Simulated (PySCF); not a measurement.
Calculation: PBE0-D4/def2-TZVP in PySCF. All species are isolated molecules in the gas phase. One relaxed conformer stands for a flexible species; it need not be the lowest. Delta-SCF ions had no search for a lower state. Excitations are Tamm–Dancoff values on a coarser integration grid. The basis has no diffuse functions, so Rydberg states are missing or too high.

Reference species (SMILES): `C[Si@H]([SiH3])N` (neutral, multiplicity 1).

The S1 oscillator strength is 0.015, the S1–T1 gap (TDA) comes out as 0.51 eV and the vertical ionisation energy (Delta-SCF) comes out as 9.05 eV.

Changed species: `[SiH3]N(C)[SiH3]`.

### Question
Predict the effect on the S1 oscillator strength, S1–T1 gap (TDA) and vertical ionisation energy (Delta-SCF).

### Answer
the S1 oscillator strength falls by 0.015, to 0.000; the S1–T1 gap (TDA) decreases by 0.21 eV, to 0.30 eV; the vertical ionisation energy (Delta-SCF) falls by 0.08 eV, to 8.97 eV.
